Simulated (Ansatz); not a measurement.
`C=C(F)S[SiH3]` + `[CH3][In]([OH])[F]` → `[CH3][In]([F])[O][SiH3]` + `C=C(F)S`  (ligand exchange at the Si–S bond)

Isolated molecules relaxed with PBE0-D4/def2-TZVP in Ansatz; ΔE leaves out vibrations. CBS: MP2 limit from def2 TZ/QZ plus the TZ coupled-cluster correction, frozen cores. DFT in def2-TZVPP. B3LYP here is the variant with VWN-RPA as its local correlation; programs differ in this. def2 core potentials past Kr. For In outer-core shells are correlated without core-valence functions, which leaves a few kJ/mol of doubt a bond. One conformer a species, not always the lowest.

`C=C(F)S[SiH3]`:

Z-matrix (Å, degrees):
```
Si
S 1 2.151
H 1 1.483 2 103.3
H 1 1.483 2 110.2 3 -118.6
H 1 1.481 2 112.0 3 118.4
C 2 1.754 1 99.9 3 170.9
F 6 1.342 2 114.3 1 42.9
C 6 1.322 2 125.3 1 -139.9
H 8 1.082 6 120.1 2 -174.4
H 8 1.079 6 120.2 2 5.0
```

`[CH3][In]([OH])[F]`:

Cartesian coordinates in Å:
```
C -0.113 0.609 -1.228
In -0.214 -0.557 0.547
O 0.729 -0.568 2.280
F -1.511 -2.013 0.633
H 0.875 0.510 -1.676
H -0.872 0.248 -1.921
H -0.295 1.657 -0.991
H 1.400 0.115 2.355
```

`[CH3][In]([F])[O][SiH3]`:

Z-matrix (Å, degrees):
```
C
In 1 2.119
H 1 1.090 2 108.7
H 1 1.089 2 109.4 3 119.5
H 1 1.088 2 109.1 3 -119.4
F 2 1.946 1 123.8 3 91.7
O 2 1.970 1 130.3 3 -88.2
Si 7 1.625 2 137.9 1 -1.7
H 8 1.489 7 110.7 2 118.5
H 8 1.497 7 111.3 2 -1.2
H 8 1.488 7 110.7 2 -121.0
```

`C=C(F)S`:

```xyz
7

C     0.929   -0.119   -0.175
C    -0.167    0.425    0.325
F    -0.099    1.508    1.105
S    -1.847   -0.043    0.144
H     0.882   -0.994   -0.806
H     1.892    0.318    0.051
H    -1.591   -1.096   -0.645
```

| level | ΔE (kJ/mol) | difference from CCSD(T)/CBS |
| --- | --- | --- |
| PBE-D4 | -28.2 | 18.9 |
| r2SCAN-D4 | -42.2 | 4.9 |
| PBE0-D4 | -36.2 | 10.9 |
| B3LYP-D4 | -45.9 | 1.2 |
| ωB97X-V | -46.3 | 0.8 |
| ωB97M-V | -45.6 | 1.5 |
| B2PLYP | -49.8 | -2.7 |
| PBE | -30.2 | 16.9 |
| r2SCAN | -42.5 | 4.6 |
| PBE0 | -37.8 | 9.3 |
| B3LYP | -49.2 | -2.1 |
| HF/def2-TZVPP | -72.3 | -25.2 |
| MP2/def2-TZVPP | -47.0 | 0.1 |
| SCS-MP2/def2-TZVPP | -53.2 | -6.1 |
| CCSD/def2-TZVPP | -53.9 | -6.8 |
| CCSD(T)/def2-TZVPP | -49.7 | -2.6 |
| HF/def2-QZVPP | -74.4 | -27.3 |
| MP2/def2-QZVPP | -46.3 | 0.8 |
| SCS-MP2/def2-QZVPP | -52.4 | -5.3 |
| HF/CBS(def2) | -74.6 | -27.5 |
| MP2/CBS(def2) | -44.5 | 2.6 |
| CCSD/CBS(def2) | -51.4 | -4.3 |
| CCSD(T)/CBS | -47.1 | 0 |

Largest T1 diagnostic among the species: 0.016.

In def2-TZVPP, CCSD(T) changes the Hartree–Fock value by +22.6 kJ/mol (the triples alone add +4.2 kJ/mol) and MP2 by +25.2 kJ/mol. The D4 term adds +3.3 kJ/mol with B3LYP and +1.6 kJ/mol with PBE0; it sums over pairs of atoms, weighted by their polarisabilities, and B3LYP, whose exchange is more repulsive, gets the larger term.
